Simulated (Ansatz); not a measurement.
One change: `[NH2][Ge][OH]` becomes `[CH3][Ge][NH2]`.

Ansatz, PBE0-D4/def2-TZVP geometries, multiplicity 1. Each molecule was computed in one conformer, which needn't be the lowest.

Scalar relativity is left out up to krypton.

```csv
property,`[NH2][Ge][OH]`
LUMO energy (ωB97M-V/def2-TZVPP) / eV,0.91
HOMO–LUMO gap (PBE/def2-TZVPP) / eV,4.41
LUMO energy (B3LYP/def2-TZVPP) / eV,-1.28
HOMO–LUMO gap (ωB97M-V/def2-TZVPP) / eV,10.47
LUMO energy (PBE0/def2-TZVPP) / eV,-1.06
HOMO energy (PBE/def2-TZVPP) / eV,-6.22
```

(1) What does the change do to each property? (An estimate is asked.)

Results:

(1) Ansatz gave: 
| property | `[CH3][Ge][NH2]` | shift |
| --- | --- | --- |
| LUMO energy (ωB97M-V/def2-TZVPP) / eV | 0.64 | -0.27 |
| HOMO–LUMO gap (PBE/def2-TZVPP) / eV | 3.06 | -1.35 |
| LUMO energy (B3LYP/def2-TZVPP) / eV | -1.55 | -0.27 |
| HOMO–LUMO gap (ωB97M-V/def2-TZVPP) / eV | 9.00 | -1.47 |
| LUMO energy (PBE0/def2-TZVPP) / eV | -1.32 | -0.26 |
| HOMO energy (PBE/def2-TZVPP) / eV | -5.17 | 1.05 |

With PBE0 the HOMO rises by 1.11 eV and the LUMO falls by 0.26 eV, so the gap narrows by about 1.37 eV. PBE moves the HOMO by 1.05 eV and ωB97M-V by 1.20 eV.

B3LYP here is the variant with VWN-RPA as its local correlation; programs differ in this.
